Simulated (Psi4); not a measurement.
C₄H₅Cl (SMILES C=C=C(C)Cl), singlet, at a GFN2-xTB geometry; PBE/6-311G** (Psi4 1.11).

Psi4 was given this input:
```
memory 2 GB

molecule {
0 1
C     2.39875007   -0.43534366    0.39149039
C     1.11125199   -0.31425837    0.32233596
C    -0.17569602   -0.18149159    0.23851869
C    -1.19690333   -0.82841636    1.11401338
Cl   -0.84614492    0.85326007   -1.01425773
H     2.92604213   -1.20909938   -0.14472830
H     2.99932428    0.22351235    0.99934292
H    -1.86504215   -1.44560929    0.51528644
H    -1.79459739   -0.06846641    1.61506071
H    -0.70567946   -1.44869858    1.85926913
}

set {
  basis 6-311g**
}

energy('pbe')
print_variables()
```

What the program printed (banner, timings and long lists left out):

```
   => Loading Basis Set <=

    Name: 6-311G**
    Role: ORBITAL
    Keyword: BASIS

         ---------------------------------------------------------
                                   SCF
               by Justin Turney, Rob Parrish, Andy Simmonett
                          and Daniel G. A. Smith
                              RKS Reference
         ---------------------------------------------------------

  ==> Geometry <==

    Molecular point group: c1
    Full point group: C1

    Geometry (in Angstrom), charge = 0, multiplicity = 1:

       Center              X                  Y                   Z               Mass
    ------------   -----------------  -----------------  -----------------  -----------------
         C            2.425652514095    -0.489249552159     0.457268414685    12.000000000000
         C            1.138154434095    -0.368164262159     0.388113984685    12.000000000000
         C           -0.148793575905    -0.235397482159     0.304296714685    12.000000000000
         C           -1.170000885905    -0.882322252159     1.179791404685    12.000000000000
         CL          -0.819242475905     0.799354177841    -0.948479705315    34.968852682000
         H            2.952944574095    -1.263005272159    -0.078950275315     1.007825032230
         H            3.026226724095     0.169606457841     1.065120944685     1.007825032230
         H           -1.838139705905    -1.499515182159     0.581064464685     1.007825032230
         H           -1.767694945905    -0.122372302159     1.680838734685     1.007825032230
         H           -0.678777015905    -1.502604472159     1.925047154685     1.007825032230

  Running in c1 symmetry.

  Rotational constants: A =      0.20136  B =      0.09600  C =      0.06669 [cm^-1]
  Rotational constants: A =   6036.55872  B =   2878.04953  C =   1999.21168 [MHz]
  Nuclear repulsion =  193.156428936040697

  Charge       = 0
  Multiplicity = 1
  Electrons    = 46
  Nalpha       = 23
  Nbeta        = 23

  ==> Algorithm <==

  SCF Algorithm Type is DF.
  DIIS enabled.
  MOM disabled.
  Fractional occupation disabled.
  Guess Type is SAD.
  Energy threshold   = 1.00e-06
  Density threshold  = 1.00e-06
  Integral threshold = 1.00e-12

  ==> Primary Basis <==

  Basis Set: 6-311G**
    Blend: 6-311G**
    Number of shells: 64
    Number of basis functions: 128
    Number of Cartesian functions: 133
    Spherical Harmonics?: true
    Max angular momentum: 2

  ==> DFT Potential <==

   => LibXC <=

    Version 7.1.2
    S. Lehtola, C. Steigemann, M. J. T. Oliveira, and M. A. L. Marques,  SoftwareX 7, 1–5 (2018) (10.1016/j.softx.2017.11.002)

   => Composite Functional: PBE <=

    PBE GGA Exchange-Correlation Functional

    J.P. Perdew et. al., Phys. Rev. Lett., 77(18), 3865-3868, 1996

    Deriv               =              1
    GGA                 =           TRUE
    Meta                =          FALSE

    Exchange Hybrid     =          FALSE
    MP2 Hybrid          =          FALSE

   => Exchange Functionals <=

    1.0000     XC_GGA_X_PBE

   => Correlation Functionals <=

    1.0000     XC_GGA_C_PBE

   => LibXC Density Thresholds  <==

    XC_GGA_C_PBE:  1.00E-12
    XC_GGA_X_PBE:  1.00E-15

   => Molecular Quadrature <=

    Radial Scheme          =       TREUTLER
    Pruning Scheme         =           NONE
    Nuclear Scheme         =       TREUTLER

    Blocking Scheme        =         OCTREE
    BS radius alpha        =              1
    Pruning alpha          =              1
    Radial Points          =             75
    Spherical Points       =            302
    Total Points           =         213852
    Total Blocks           =           1640
    Max Points             =            256
    Max Functions          =            122
    Weights Tolerance      =       1.00E-15

   => Loading Basis Set <=

    Name: (6-311G** AUX)
    Role: JKFIT
    Keyword: DF_BASIS_SCF

  ==> Integral Setup <==

[...]

    J tasked:                   Yes
    K tasked:                    No
    wK tasked:                   No
    Algorithm:                 Core
    Schwarz Cutoff:           1E-12
    Mask sparsity (%):       5.2124
    Fitting Condition:        1E-10

   => Auxiliary Basis Set <=

  Basis Set: (6-311G** AUX)
    Blend: CC-PVTZ-JKFIT
    Number of shells: 187
    Number of basis functions: 587
    Number of Cartesian functions: 704
    Spherical Harmonics?: true
    Max angular momentum: 4

  Minimum eigenvalue in the overlap matrix is 3.5240341239E-04.
  Reciprocal condition number of the overlap matrix is 5.6565551536E-05.
    Using symmetric orthogonalization.

  ==> Pre-Iterations <==

  SCF Guess: Superposition of Atomic Densities via on-the-fly atomic UHF (no occupation information).

   -------------------------
    Irrep   Nso     Nmo
   -------------------------
     A        128     128
   -------------------------
    Total     128     128
   -------------------------

  ==> Iterations <==

                           Total Energy        Delta E     RMS |[F,P]|

   @DF-RKS iter SAD:  -614.76342255528982   -6.14763e+02   0.00000e+00
   @DF-RKS iter   1:  -614.62462068189393    1.38802e-01   8.27540e-03 DIIS/ADIIS
   @DF-RKS iter   2:  -613.83130329886581    7.93317e-01   1.16651e-02 DIIS/ADIIS
   @DF-RKS iter   3:  -615.19471052869665   -1.36341e+00   1.80807e-03 DIIS/ADIIS
   @DF-RKS iter   4:  -615.19504270593040   -3.32177e-04   1.78772e-03 DIIS/ADIIS
   @DF-RKS iter   5:  -615.22117661019251   -2.61339e-02   5.66658e-04 DIIS/ADIIS
   @DF-RKS iter   6:  -615.22361908046742   -2.44247e-03   1.21361e-04 DIIS/ADIIS
   @DF-RKS iter   7:  -615.22369734975291   -7.82693e-05   6.15345e-05 DIIS
   @DF-RKS iter   8:  -615.22373077393979   -3.34242e-05   1.89021e-05 DIIS
   @DF-RKS iter   9:  -615.22373381866282   -3.04472e-06   4.96163e-06 DIIS
   @DF-RKS iter  10:  -615.22373402478047   -2.06118e-07   6.53468e-07 DIIS
  Energy and wave function converged.

  ==> Post-Iterations <==

   Electrons on quadrature grid:
      Ntotal   =   45.9999917683 ; deviation = -8.232e-06

    Orbital Energies [Eh]
    ---------------------

    Doubly Occupied:

[...]
    Virtual:

[...]
    Final Occupation by Irrep:
              A
    DOCC [    23 ]
    NA   [    23 ]
    NB   [    23 ]

  @DF-RKS Final Energy:  -615.22373402478047

   => Energetics <=

    Nuclear Repulsion Energy =            193.1564289360406974
    One-Electron Energy =               -1226.5543984231662762
    Two-Electron Energy =                 469.5585709769779896
    DFT Exchange-Correlation Energy =     -51.3843355146330083
    Empirical Dispersion Energy =           0.0000000000000000
    VV10 Nonlocal Energy =                  0.0000000000000000
    Total Energy =                       -615.2237340247804696

Computation Completed

Properties will be evaluated at   0.000000,   0.000000,   0.000000 [a0]

Properties computed using the SCF density matrix

 Multipole Moments:

 ------------------------------------------------------------------------------------
     Multipole            Electronic (a.u.)      Nuclear  (a.u.)        Total (a.u.)
 ------------------------------------------------------------------------------------

 L = 1.  Multiply by 2.5417464519 to convert [e a0] to [Debye]
 Dipole X            :         -2.0895623            2.3385596            0.2489973
 Dipole Y            :          4.2529405           -4.6858991           -0.4329586
 Dipole Z            :         -5.1917091            5.7179128            0.5262037
 Magnitude           :                                                    0.7254951

 ------------------------------------------------------------------------------------

  Variable Map:
  ----------------------------------------------------------------------------
[...]
  Array Variable Map:
  ----------------------------------------------------------------------------
[...]
[...]
```
